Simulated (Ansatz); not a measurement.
The first iterations of a band of a periodic cell of 19 atoms, PdC18 (surface graphene monolayer, adsorbate Pd).

Theory: Ansatz, DFT PBE, scalar-relativistic, plane waves, PAW. Settings: cutoff 420 eV, k mesh 2x2x1, gaussian smearing 0.02 eV, no spin polarisation.

| Property | Result |
| --- | --- |
| movable images | 5 |
| climbing image | yes |
| spring | 10.0 eV/Å² |
| optimiser | quadratic models (default) |
| start path | straight line |
| force threshold | 0.05 eV/Å |
| iteration limit | 44 |
| end points | relaxed |

Image 0:

```xyz
19
Lattice="7.3980 0.0000 0.0000 -3.6990 6.4069 0.0000 0.0000 0.0000 13.0000" Properties=species:S:1:pos:R:3
C 0.018 0.016 0.980
C 1.250 0.736 0.980
C -1.215 2.151 0.953
C 0.013 2.873 0.963
C -2.445 4.286 0.965
C -1.216 5.009 0.953
C 2.484 0.016 0.977
C 3.715 0.736 0.978
C 1.241 2.142 1.023
C 2.483 2.859 1.131
C 0.014 4.287 0.961
C 1.240 5.017 1.020
C 4.950 0.016 0.979
C 6.182 0.737 0.978
C 3.727 2.143 1.020
C 4.952 2.873 0.963
C 2.483 4.301 1.131
C 3.726 5.017 1.024
Pd 2.476 3.579 3.171
```

Image 6:

Only the atoms that move by more than 0.05 Å are listed.
```
C5 -2.459 4.304 1.010
C9 1.232 2.168 0.959
C10 2.466 2.856 0.983
C11 -0.007 4.304 1.010
C12 1.223 5.015 1.070
C15 3.700 2.168 0.959
C17 2.466 4.294 1.075
Pd19 2.466 4.672 3.136
```

| iteration | highest image above the first end (eV) | largest band force component (eV/Å) |
| --- | --- | --- |
| 1 | 0.084 | 0.326 |
| 2 | 0.083 | 0.208 |
| 3 | 0.084 | 0.215 |
| 4 | 0.082 | 0.125 |
| 5 | 0.076 | 0.102 |
| 6 | 0.077 | 0.368 |
| 7 | 0.073 | 0.123 |
| 8 | 0.073 | 0.161 |

Does the band converge within its limit, and where does its top end?

It converged. It ended after 25 iterations with the highest image 0.040 eV above the first end. The highest image is an end point: on this band no image between the ends rises above it. Between wells the path still climbs a hump at image 3, 0.04 eV above the well before it. Limits of this set-up: coarse k mesh, slab without dipole correction.

Time of the run: 24 min on 1 thread of Arm Neoverse V1 (shared host), peak memory 1.1 GiB.
